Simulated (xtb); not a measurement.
C2H7NZn, SMILES [CH2](C)[Zn][NH2]. All values are semi-empirical tight-binding results from xtb (GFN2-xTB unless named), good for trends rather than for accurate numbers. Geometry: GFN2-xTB. The structure was generated by enumeration; whether it is a known compound was not checked. The values are those of a single conformer.

Optimised geometry:

```xyz
11

Zn    -0.1083     0.0489     0.5590
C      0.9312    -1.1428    -0.7158
C      0.5541    -0.7817    -2.1502
H      0.7443    -2.2026    -0.5546
H      2.0013    -0.9884    -0.5803
H      0.7430     0.2706    -2.3570
H     -0.4977    -0.9847    -2.3473
H      1.1445    -1.3719    -2.8545
N     -1.0025     1.6449     0.9275
H     -0.7667     2.1829     1.7510
H     -2.0132     1.6612     0.8771
```
Charge 0, spin multiplicity 1.

For metal compounds this method's bond lengths and energies can be far off.

Question: Estimate the properties. (The exact figures need the calculation; the answer reports its results.)

Answer: 
```json
{
 "orbital_gap": "3.56 eV",
 "zero_point_energy": "54.1 kcal/mol",
 "G − E(el) at 298.15 K (modified RRHO)": "33.9 kcal/mol"
}
```

Question: Give the atomic charges and the Wiberg bond orders between heavy atoms. (An estimate is asked for; the answer gives what the named calculation found.)

Answer: charges (e) Zn1 0.26, C2 -0.14, C3 -0.10, H4 0.04, H5 0.04, H6 0.04, H7 0.03, H8 0.04, N9 -0.48, H10 0.14, H11 0.14. Bond orders Zn1–C2 0.75, C2–C3 1.02, Zn1–N9 0.87.
